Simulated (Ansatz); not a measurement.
Relaxation of C4H10B2Si (17 atoms, charge 0, multiplicity 1), to a largest force component of 0.015 eV/Å in at most 40 steps.

Level of theory: Ansatz, RKS B3LYP/6-31G*.

```xyz
17
Properties=species:S:1:pos:R:3:forces:R:3
B 1.509 -0.950 2.142 -1.18 2.46 0.13
B 0.869 -0.422 0.656 0.07 -0.78 -0.51
C 0.753 -1.455 -0.530 3.08 -0.67 4.47
C 0.331 -1.128 -1.670 -3.04 0.97 -4.79
C -0.271 -0.826 -2.829 0.59 0.68 2.42
Si 0.128 1.392 0.498 0.39 -0.51 -0.16
C 0.632 2.086 -1.130 0.28 1.90 -1.10
H 1.903 -1.989 2.266 0.97 -2.16 0.58
H 1.480 -0.136 3.082 0.27 -0.79 -0.55
H 1.169 -2.457 -0.348 -0.77 0.00 0.19
H -0.845 0.101 -2.887 -0.43 -0.59 -0.10
H -0.132 -1.463 -3.649 0.56 -0.48 -1.51
H -1.321 1.381 0.552 -0.97 0.09 0.17
H 0.653 2.234 1.549 0.17 0.61 0.73
H 1.757 2.125 -1.218 -1.08 0.10 -0.06
H 0.195 3.139 -1.245 0.77 -1.18 -0.05
H 0.231 1.478 -1.954 0.33 0.37 0.14
```

Where does it end, and by what steps?

The run converged. After 35 steps the energy has fallen by 2.663 eV; H8 moved furthest, 1.75 Å.

```
step  energy less start (eV)  largest force component (eV/Å)  accepted
   0                  0.0000                           4.787       yes
   2                 -1.3511                           1.155       yes
   4                 -1.8559                           0.814       yes
   6                 -2.0890                           0.335       yes
   8                 -2.2281                           0.763       yes
  10                 -2.4470                           0.427       yes
  12                 -2.5544                           0.479       yes
  14                 -2.6173                           0.286       yes
  16                 -2.6264                           0.322       yes
  18                 -2.6410                           0.268       yes
  20                 -2.6433                           0.142        no
  22                 -2.6529                           0.155       yes
  24                 -2.6559                           0.148       yes
  26                 -2.6596                           0.103       yes
  28                 -2.6612                           0.050       yes
  30                 -2.6621                           0.071       yes
  32                 -2.6624                           0.033       yes
  34                 -2.6625                           0.023        no
  35                 -2.6626                           0.008       yes
```

```xyz
17
Properties=species:S:1:pos:R:3
B 1.542 -0.729 2.042
B 0.830 -0.619 0.582
C 0.602 -1.654 -0.544
C -0.028 -1.352 -1.666
C -0.653 -1.041 -2.768
Si 0.183 1.328 0.395
C 1.051 2.261 -1.015
H 2.693 -0.424 2.213
H 0.915 -0.952 3.043
H 0.950 -2.685 -0.440
H -1.733 -1.138 -2.852
H -0.115 -0.675 -3.641
H -1.297 1.341 0.182
H 0.416 2.086 1.662
H 2.136 2.287 -0.861
H 0.694 3.296 -1.066
H 0.855 1.783 -1.980
```

Whether the end is a true minimum wasn't checked by a vibrational analysis.

Time of the run: 3.4 min on 2 threads of Arm Neoverse V1, with other jobs on the host, peak memory 0.37 GiB.
